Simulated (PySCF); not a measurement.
## Ionisation energy of Ni⁺ by level of theory

Ni⁺ [Ar] 3d9 (2D) → Ni²⁺ [Ar] 3d8 (3F), as a difference of total energies. Computed with PySCF 2.14 in x2c-TZVPPall with one added diffuse shell each of s, p, d, f type (7s6p5d3f1g, 80 functions), with the spin-free X2C one-electron Hamiltonian (Gaussian nucleus). Correlated levels: valence: [Ar] frozen. The calculations carry no spin-orbit coupling.

| method | ionisation energy (eV) | difference from reference (eV) |
| --- | --- | --- |
| UHF | 15.017 | -3.152 |
| MP2 (valence) | 18.287 | +0.118 |
| SCS-MP2 (valence) | 17.981 | -0.188 |
| CCSD (valence) | 17.515 | -0.654 |
| CCSD(T) (valence) | 17.721 | -0.448 |

Reference: 18.169 eV (measured; NIST Atomic Spectra Database, ionization energies).

The reference lies between the lowest fine-structure levels, while these numbers refer to the centres of the terms.

Errors of the correlated levels include the incompleteness of this basis and the frozen core.
